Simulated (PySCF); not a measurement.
C₆H₈, SMILES C#C[C@H](C)C=C. Geometry: PBE0-D3(BJ)/def2-SVP. The structure was generated by enumeration; whether it is a known compound was not checked. The values are those of a single conformer.

**Question.** Give the equilibrium geometry at PBE0-D3(BJ)/def2-SVP (PySCF confirms it by a frequency run) as Cartesian coordinates in Å. (Estimate from the structure and the level; the computed values follow.)

**Answer.** This is not unique; one that fits is 
```xyz
14

C     -1.6471     1.9054     0.1456
C     -0.9404     0.9561    -0.1118
C     -0.0937    -0.2040    -0.4002
C     -0.9152    -1.5008    -0.3922
C      1.0508    -0.2766     0.5799
C      2.3388    -0.2680     0.2416
H     -2.2698     2.7516     0.3687
H      0.3307    -0.0655    -1.4106
H     -1.3407    -1.6839     0.6060
H     -0.2751    -2.3543    -0.6587
H     -1.7461    -1.4410    -1.1098
H      0.7607    -0.3541     1.6349
H      2.6549    -0.1838    -0.8033
H      3.1265    -0.3417     0.9957
```
